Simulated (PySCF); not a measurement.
Species: C3H3ClN2Si.
Bonds: N1–C2 (triple), C2–Si3, Si3–C4, C4–N5 (triple), Si3–C6, C6–Cl7. Hydrogens: H8 on Si3; H9, H10 on C6.

Computed by this run: PySCF 2.14.0, PBE0-D3(BJ)/def2-SVP geometry optimisation, gas phase; density fitting, grid level 1; the optimiser is geomeTRIC in internal coordinates, started from a GFN2-xTB structure with every atom displaced at random (about 0.01 Å).

Step 0: E = -26513.3771 eV
```
atom  x, y, z in Å  |  force x, y, z in eV/Å
N1      0.6256    2.8322   -0.7828    0.317   5.406  -0.634
C2      0.5545    1.7219   -0.6472   -0.370  -5.735   0.540
Si3     0.4579   -0.1272   -0.4315    0.253   0.417   1.664
C4      1.7332   -0.4925    0.9539   -5.297   1.630  -5.971
N5      2.4578   -0.7318    1.7621    4.579  -1.513   5.134
C6     -1.2662   -0.5637    0.2327    0.025   0.012   0.036
Cl7    -2.4439   -0.2712   -1.0726   -0.050   0.109  -0.207
H8      0.8585   -0.8160   -1.6478    0.057  -0.240  -0.411
H9     -1.5761    0.0434    1.1045    0.300  -0.045  -0.176
H10    -1.3593   -1.6205    0.5205    0.186  -0.042   0.025
```

Step 1: E = -26513.6348 eV
```
atom  x, y, z in Å  |  force x, y, z in eV/Å
N1      0.5167    2.8492   -0.8386    0.043  -0.618   0.102
C2      0.5413    1.7036   -0.6336    0.078   0.682   0.023
Si3     0.4756   -0.1122   -0.3135   -0.484  -0.357  -0.367
C4      1.6687   -0.5762    1.0198    1.246   0.214   0.343
N5      2.6114   -0.7520    1.6872   -1.006  -0.002  -0.408
C6     -1.2725   -0.5435    0.2141   -0.043   0.084  -0.002
Cl7    -2.3949   -0.2163   -1.1385    0.134   0.000   0.054
H8      0.8212   -0.8362   -1.5666    0.116   0.066   0.140
H9     -1.5821    0.0631    1.0751   -0.050  -0.009   0.084
H10    -1.3434   -1.6049    0.4867   -0.032  -0.059   0.029
```

Step 2: E = -26513.6743 eV
```
atom  x, y, z in Å  |  force x, y, z in eV/Å
N1      0.5491    2.8441   -0.8227    0.036  -0.118   0.021
C2      0.5514    1.7001   -0.6311   -0.012   0.147   0.040
Si3     0.4594   -0.1208   -0.3345   -0.255  -0.171  -0.065
C4      1.6760   -0.5498    0.9935    0.513   0.212  -0.026
N5      2.5896   -0.7330    1.6875   -0.355  -0.081  -0.014
C6     -1.2823   -0.5509    0.2212    0.032   0.013   0.049
Cl7    -2.3977   -0.2201   -1.1300    0.012   0.019  -0.035
H8      0.8441   -0.8350   -1.5738    0.017  -0.002   0.021
H9     -1.5910    0.0538    1.0868    0.020  -0.021   0.007
H10    -1.3566   -1.6138    0.4950   -0.009   0.001   0.002
```

**Question.** Estimate the geometry and energy of step 3. (The exact step hangs on the optimiser's Hessian estimate; all steps are aligned on step 2, rigid shifts and turns removed.)

**Answer.** E = -26513.6968 eV, largest force 0.402 eV/Å
```
atom  x, y, z in Å  |  force x, y, z in eV/Å
N1      0.5731    2.8392   -0.8069    0.037   0.206  -0.018
C2      0.5521    1.6956   -0.6303   -0.087  -0.210  -0.006
Si3     0.4455   -0.1308   -0.3586    0.075   0.021   0.131
C4      1.6911   -0.5152    0.9640   -0.136   0.149  -0.347
N5      2.5504   -0.7209    1.7107    0.156  -0.125   0.301
C6     -1.2824   -0.5590    0.2269    0.027  -0.050   0.043
Cl7    -2.3971   -0.2136   -1.1216   -0.033   0.014  -0.023
H8      0.8471   -0.8417   -1.5909   -0.038  -0.026  -0.040
H9     -1.5767    0.0434    1.0991    0.012   0.004  -0.017
H10    -1.3612   -1.6225    0.4996   -0.013   0.017  -0.024
```

The energy changes by -0.0225 eV. The first-order estimate −F·Δx gives -0.0367 eV and the mean of the old and new forces, exact on a quadratic surface, -0.0233 eV. The step makes an angle of 56° with the force vector and moves no atom by more than 0.048 Å.

The cost below is that of the whole optimisation. On an Arm Neoverse N1 with one thread, on a shared host, this took 79 s and 0.52 GiB of memory at its peak.
